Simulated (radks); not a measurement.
All-electron atom: the ruthenium ion Ru23+ in [Ar] 3d3 (the NIST ground configuration).

All-electron calculation, non-relativistic Kohn-Sham, PBEsol, spin-unpolarised, spherical densities, point nucleus; relativity is left out, which matters for an element this heavy. Program: a radial shooting solver on a logarithmic mesh with Libxc functionals.

Energy parts (hartree):
part                       energy
total                 -4126.43614
kinetic                4125.29616
electron-nucleus      -9088.82411
Hartree                 934.99633
exchange-correlation    -97.90452

Orbitals (lengths in bohr, moments of r in powers of bohr):
orbital  occ.  eigenvalue (hartree)      <r^4>
1s          2             -817.3698  6.533e-06
2s          2             -143.9911   0.001180
2p          6             -135.9522  0.0007829
3s          2             -47.83238    0.04142
3p          6             -44.80314    0.03877
3d          3             -39.66946    0.02840
4s          0             -23.17010     0.5796
4p          0             -21.94917     0.6012

The highest occupied level is 3d at -1079.5 eV. Virial ratio -V/T = 2.00028.
